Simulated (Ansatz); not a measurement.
Stepwise reaction of trichlorosilane with hydrogen sulfide, as a gas-phase model of exchange steps in deposition or etching. ΔE in kJ/mol.

Program: Ansatz. Geometries: PBE0-D4/def2-TZVP. ΔE: electronic, gas phase. CBS: MP2 limit from def2 TZ/QZ plus the TZ coupled-cluster correction, frozen cores. This one scheme is used for every species. Functionals use def2-TZVPP. B3LYP here is the variant with VWN-RPA as its local correlation; programs differ in this. Each species was taken in one conformer, which may not be the lowest.

```json
{"step": "1", "reaction": "`Cl[SiH](Cl)Cl` + H₂S → `S[SiH](Cl)Cl` + HCl", "PBE-D4": "31.9", "B3LYP-D4": "36.9", "ωB97M-V": "38.5", "CCSD(T)/CBS": "36.2"}
{"step": "3", "reaction": "`S[SiH](S)Cl` + H₂S → `S[SiH](S)S` + HCl", "PBE-D4": "29.2", "B3LYP-D4": "34.3", "ωB97M-V": "36.2", "CCSD(T)/CBS": "33.5"}
```

Task: Give the row of step 2, `S[SiH](Cl)Cl` + H₂S → `S[SiH](S)Cl` + HCl. (Best estimate.)

Result: The calculation gave: 
```csv
step,reaction,PBE-D4,B3LYP-D4,ωB97M-V,CCSD(T)/CBS
2,`S[SiH](Cl)Cl` + H₂S → `S[SiH](S)Cl` + HCl,31.5,37.0,38.8,36.3
```

Task: By hand: ΔE of the 3 steps together at CCSD(T)/CBS.

Result: (36.2) + (36.3) + (33.5) = 106.0 kJ/mol, or 35.3 kJ/mol a step.

In ΔE the steps differ by no more than 2.8 kJ/mol. All are uphill at CCSD(T)/CBS. PBE-D4 differs from CCSD(T)/CBS by -4.8 to -4.3 kJ/mol a step. Isolated molecules leave out the surface, adducts and barriers. Largest T1 diagnostic: 0.012.
